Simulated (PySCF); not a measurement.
# Nb²³⁺: ionisation energy

Nb²³⁺ [Ar] → Nb²⁴⁺ [Ne] 3s2 3p5 [3p1/2^2 3p3/2^3, M_J = 3/2], as a difference of total energies. Calculation: PySCF 2.14, in an even-tempered Gaussian basis (19 s from 3 bohr⁻², ratio 2.4; 14 p from 3.8 bohr⁻², ratio 2.4; 5 d from 18 bohr⁻², ratio 2.6; 4 f from 27 bohr⁻², ratio 2.6); the two-component X2C-1e Hamiltonian. Correlated levels: 1s2 frozen; the 56 highest virtual spinors dropped. "Screened" scales the spin-orbit matrix elements by Boettger's factors to mimic the two-electron term; Breit and QED terms are absent.

```tsv
method	ionisation energy (eV)
GHF (spin-free)	1182.8
GMP2 (spin-free)	1183.5
GHF (screened spin-orbit)	1175.9
GMP2 (screened spin-orbit)	1176.7
```

Breit and QED terms and the two-electron picture change are absent.

The spin-free rows lack the spin-orbit shift.

For comparison: 1176 ± 4 eV (semi-empirical (NIST evaluation); NIST Atomic Spectra Database, ionization energies).
